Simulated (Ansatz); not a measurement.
Reaction (ligand exchange at the Si–S bond): `C=CCS[SiH3]` + H₂S → `[SiH3]S` + `C=CCS`

Calculated with Ansatz (gas phase, PBE0-D4/def2-TZVP geometries, no zero-point term in ΔE). CCSD(T)/CBS is the MP2 limit (def2-TZVPP, def2-QZVPP) plus CCSD(T) − MP2 in def2-TZVPP, frozen cores. This one scheme is used for every species. DFT in def2-TZVPP. HSE06 is defined as in plane-wave codes. Each species was taken in one conformer, which may not be the lowest.

**Question.** Is it downhill or uphill in electronic energy at CCSD(T)/CBS, and by how much? (Estimate.)

**Answer.** Ansatz gave: Uphill: ΔE = +0.08 eV.

**Question.** What do these levels give: r2SCANh-D4, HSE06-D4, PBE, BLYP, r2SCAN, PBE0, r2SCAN0, BHLYP, HF/def2-SVP, CCSD(T)/def2-TZVPP, HF/def2-QZVPP, SCS-MP2/def2-QZVPP? (Estimate.)

**Answer.** Ansatz gave: r2SCANh-D4 0.07, HSE06-D4 0.07, PBE 0.02, BLYP -0.02, r2SCAN 0.05, PBE0 0.02, r2SCAN0 0.05, BHLYP -0.01, HF/def2-SVP -0.01, CCSD(T)/def2-TZVPP 0.07, HF/def2-QZVPP -0.04, SCS-MP2/def2-QZVPP 0.07 eV.

Largest T1 diagnostic among the species: 0.011.

The D4 term adds +0.10 eV with B3LYP and +0.06 eV with PBE0; it sums over pairs of atoms, weighted by their polarisabilities, and B3LYP, whose exchange is more repulsive, gets the larger term. In def2-TZVPP, CCSD(T) changes the Hartree–Fock value by +0.11 eV (the triples alone add +0.02 eV) and MP2 by +0.13 eV. Leaving LDA and LC-ωPBE aside and taking each functional with its dispersion term where it has one, the values, not all of them listed here, spread over 0.08 eV, from B2PLYP to revPBE-D4. LDA lies +0.07 eV from PBE without D4.

B3LYP here is the variant with VWN-RPA as its local correlation; programs differ in this.
